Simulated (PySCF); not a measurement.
## UHF on Cl- (chlorine, charge -1)

Configuration: [Ar], closed-shell 1S. All numbers are calculated (PySCF 2.14, the non-relativistic Hamiltonian (point nucleus), in aug-cc-pV(Q+d)Z with one added diffuse shell each of s, p, d, f, g type (8s7p6d4f3g, 114 functions)).

* Total energy: -459.576354 hartree
* One-electron energy: -641.1400 hartree
* Hartree (Coulomb) energy: 209.3129 hartree
* Exchange energy: -27.7493 hartree
* Kinetic energy: 459.58596 hartree
* ⟨S²⟩: 0.0000
* ⟨L²⟩: 0.000
* Sum of ⟨r⟩: 18.88 bohr
* Sum of ⟨r²⟩: 38.43 bohr²
* Density at the nucleus (Gaussians lack the cusp): 3180 bohr⁻³
* Langevin diamagnetic susceptibility: -30.4 ×10⁻⁶ cm³/mol

```
shell  electrons  mean orbital energy (eV)  rms radius, mean of both spins (bohr)
   1s          2                   -2843.7                                  0.106
   2s          2                   -278.36                                  0.481
   2p          6                   -209.41                                  0.452
   3s          2                   -19.957                                   1.74
   3p          6                    -4.090                                   2.26
```
